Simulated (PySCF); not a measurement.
A structure optimised at r2SCAN-D4/def2-SVP, used in a PySCF frequency run:

```
Si
F 1 1.6297
N 1 1.7039 2 113.35
H 3 1.0150 1 121.04 2 74.55
H 3 1.0151 4 111.61 1 152.31
C 1 1.8475 2 107.25 3 -124.45
H 6 1.1003 1 111.11 2 -173.43
H 6 1.1008 7 108.51 1 -121.68
H 6 1.1025 7 108.30 8 -116.55
Cl 1 2.0668 2 104.80 3 116.24
```
Charge 0, spin multiplicity 1.

Q: Write its SMILES and formula.

A: C[Si@@](N)(F)Cl, CH5ClFNSi

Q: What are its rotational constants (standard atomic weights)?

A: 3.5300, 2.2970, 2.2361 GHz
